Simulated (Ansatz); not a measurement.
Ideal-gas functions of FH$_{3}$OSSi (`O[SiH](F)S`) at 800 K and 1 bar, from an Ansatz frequency run at PBE0-D4/def2-TZVP.

Molar mass 98.17 g/mol, point group C1 (symmetry number 1), electronic degeneracy 1, moments of inertia 77.47, 147.644, 203.313 u Å². Harmonic wavenumbers (cm⁻¹, unscaled): 144, 203, 258, 325, 352, 528, 712, 781, 840, 854, 895, 982, 2306, 2712, 3913.

Use S(trans) = R[1.5 ln M + 2.5 ln T − 1.1517]; rotational temperatures θ = 24.2544 K / I; S(rot) = R[ln(√π/σ · √(T³/θAθBθC)) + 1.5]; for each mode x = 1.438777 ν̃/T, S = R[x/(eˣ − 1) − ln(1 − e⁻ˣ)] and H = RT x/(eˣ − 1); 1 cm⁻¹ = 0.0119627 kJ/mol; R = 8.31446 J/(mol·K).

Q: By hand: the entropy, in J/(mol·K).

A: Translation 186.6. Rotation: θ = 0.3131, 0.1643, 0.1193 K, giving 121.8. Vibration, mode by mode: 19.57, 16.74, 14.77, 12.90, 12.25, 9.05, 6.80, 6.14, 5.63, 5.52, 5.20, 4.59, 0.69, 0.37, 0.06, in all 120.3. Electronic 0.0. Sum 428.7 J/(mol·K).

Q: By hand: H − E and G − E in kJ/mol, counted from the electronic energy.

A: Zero-point energy ½ × 15805 × 0.0119627 = 94.5; thermal vibration 48.0; translation, rotation and pV give 4 RT = 26.6. H − E = 169.1 kJ/mol, and G − E = 169.1 − 800 × 428.7/1000 = -173.9 kJ/mol.

Vibration gives 28 % of the entropy, 19.6 J/(mol·K) of it from the mode under 150 cm⁻¹: soft modes count most, and the harmonic formula is weakest for them. The sum counts one conformer and one mirror image; others add a mixing term.
